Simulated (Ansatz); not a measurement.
`FB[AsH2]` + `BO` → `BOBF` + `[AsH3]` at 400 K and 1 bar (cleavage of the B–As bond).

Program: Ansatz. Geometries: PBE0-D4/def2-TZVP. ΔE: electronic, gas phase. CCSD(T)/CBS is the MP2 limit (def2-TZVPP, def2-QZVPP) plus CCSD(T) − MP2 in def2-TZVPP, frozen cores. This one scheme is used for every species. For As outer-core shells are correlated without core-valence functions, which leaves a few kJ/mol of doubt a bond. Scalar relativity is left out up to krypton. One conformer a species, not always the lowest.

| species | CCSD(T)/CBS energy (Eh) | H − E (kJ/mol) | S (J/(mol·K)) |
| --- | --- | --- | --- |
| `FB[AsH2]` | -2361.43380 | 102.7 | 314.9 |
| `BO` | -101.80414 | 108.2 | 244.0 |
| `BOBF` | -226.48924 | 132.3 | 312.6 |
| `[AsH3]` | -2236.79077 | 72.0 | 234.9 |

H − E and S are ideal-gas, rigid-rotor, harmonic terms from PBE0-D4/def2-TZVP, for one conformer and one mirror image of each species. 1 Eh = 2625.50 kJ/mol, R = 8.31446 J/(mol·K).

Task: By hand: ΔE, ΔH, ΔS and ΔG.

Result: ΔE = (-226.48924) + (-2236.79077) − (-2361.43380) − (-101.80414) = -0.04207 Eh = -110.5 kJ/mol. Δ(H − E) = 132.3 + 72.0 − 102.7 − 108.2 = -6.6, so ΔH = -117.1 kJ/mol. ΔS = 312.6 + 234.9 − 314.9 − 244.0 = -11.4 J/(mol·K). ΔG = -117.1 − 400 × (-11.4)/1000 = -112.5 kJ/mol.

Task: By hand: the equilibrium constant, and the temperature at which ΔG would vanish if ΔH and ΔS stayed fixed.

Result: log₁₀ K = −ΔG/(RT ln 10) = 14.7. ΔG = 0 at ΔH/ΔS = 10272 K, far beyond where these terms or the molecules hold.

The number of gas molecules stays the same, so ΔS is small and ΔH decides. A doubt of 5 kJ/mol in ΔE shifts log₁₀ K by 0.7 here. Other conformers and mirror images would add mixing entropy, several J/(mol·K) or more a flexible species. These are equilibria of isolated gas molecules and say nothing of rates. Largest T1 diagnostic: 0.014 (customary marks: 0.02 for closed shells, 0.045 for open ones).
